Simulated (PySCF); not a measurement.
A PySCF script (with the pyscf-properties extension) for the NMR shieldings of `N[Si@H](P)O[SiH2][SiH3]`, H10NOPSi3, on a GFN2-xTB geometry:

```python
import basis_set_exchange as bse
import numpy as np
from pyscf import gto, dft
from pyscf.prop import nmr

atoms = """
N    -1.879357   -1.681307    0.190942
Si   -1.460318   -0.151216    0.852107
P    -2.759234    1.307036   -0.238474
O     0.104510    0.088657    0.516065
Si    1.275732    0.688331   -0.443791
Si    3.191096   -0.317611    0.335327
H    -1.325224   -2.486304    0.431155
H    -2.848574   -1.933145    0.096581
H    -1.457516   -0.038815    2.315634
H    -3.806924    1.235282    0.663827
H    -2.222446    2.420167    0.385028
H     0.911830    0.402684   -1.836721
H     1.204807    2.149339   -0.286121
H     4.368842    0.495235    0.007514
H     3.244425   -0.530322    1.787750
H     3.450751   -1.639070   -0.253267
"""
names = dict.fromkeys(["N", "Si", "P", "O", "H"], "pcSseg-1")
basis = {el: gto.basis.parse(bse.get_basis(n, elements=[el], fmt="nwchem")) for el, n in names.items()}
mol = gto.M(atom=atoms, basis=basis, charge=0, verbose=0)
mf = dft.RKS(mol, xc="PBE0")
mf.grids.level = 2
mf.grids.alignment = dft.numint.BLKSIZE   # the property module wants whole blocks of grid points
mf.conv_tol = 1e-9
mf.kernel()

calc = nmr.RKS(mf)   # GIAO
C = mf.mo_coeff
Co = C[:, mf.mo_occ > 0]
resp = mf.gen_response(singlet=True, hermi=2)
def vind(x):   # induced exchange potential for any number of trial vectors
    d = np.einsum("pi,xij,qj->xpq", C, 2 * x.reshape(-1, C.shape[1], Co.shape[1]), Co, optimize=True)
    return np.einsum("xpq,pi,qj->xij", resp(d - d.transpose(0, 2, 1)), C, Co, optimize=True).ravel()
mo1, _ = nmr.rhf.solve_mo1(calc, with_cphf=vind)
sigma = calc.kernel(mo1)
for i, s in enumerate(sigma):   # ppm
    print("%2d %-2s %9.2f" % (i, mol.atom_pure_symbol(i), np.trace(s) / 3))
```

Task: Give the expected output.

Result: 
```
 0 N     232.11
 1 Si    364.19
 2 P     609.17
 3 O     300.53
 4 Si    379.98
 5 Si    469.25
 6 H      30.82
 7 H      31.18
 8 H      25.73
 9 H      30.77
10 H      30.66
11 H      25.95
12 H      26.20
13 H      28.52
14 H      28.16
15 H      28.20
```

These numbers come from an equivalent density-fitted implementation of the same equations, which agrees with the script to about 0.01 ppm for H and up to a few tenths of a ppm for heavy atoms, so last digits may differ.

Task: Turn these shieldings into chemical shifts. δ = σ(ref) − σ, references computed at the same level: 15N (267.73 ppm) vs NH3; TMS for 29Si (349.16 ppm), 1H (31.72 ppm); H3PO4 for 31P (318.38 ppm); H2O for 17O (336.08 ppm).

Result: Averaging equivalent atoms: N 0: 35.6; Si 1: -15.0; Si 4: -30.8; Si 5: -120.1; P 2: -290.8; O 3: 35.5; H 8: 5.98; H 11: 5.76; H 12: 5.51; H 13/14/15: 3.43; H 9/10: 1.00; H 6/7: 0.72 ppm. Experimental scales use liquid or dissolved standards, which lie at an offset from isolated NH3 (liquid NH3: subtract about 20 ppm) and H2O (liquid H2O: subtract about 36 ppm) and H3PO4.

Size and cost of the density-fitted run: 180 basis functions, 21 s wall time on 1 thread of an Arm Neoverse V2, shared host.
